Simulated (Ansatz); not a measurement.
Harmonic frequencies (cm⁻¹) at PBE0-D4/def2-TZVP from Ansatz: 49, 122, 309, 459, 558, 669, 705, 834, 904, 933, 1375, 1782, 2252, 2265, 2858.

Each molecule was computed in one conformer, which needn't be the lowest.

Task: Which molecule is it?
A. `O=C[SiH2]Cl`
B. `Cl[SiH]1CO1`
C. `ClC1O[SiH2]1`
D. `CO[Si]Cl`

Result: A.
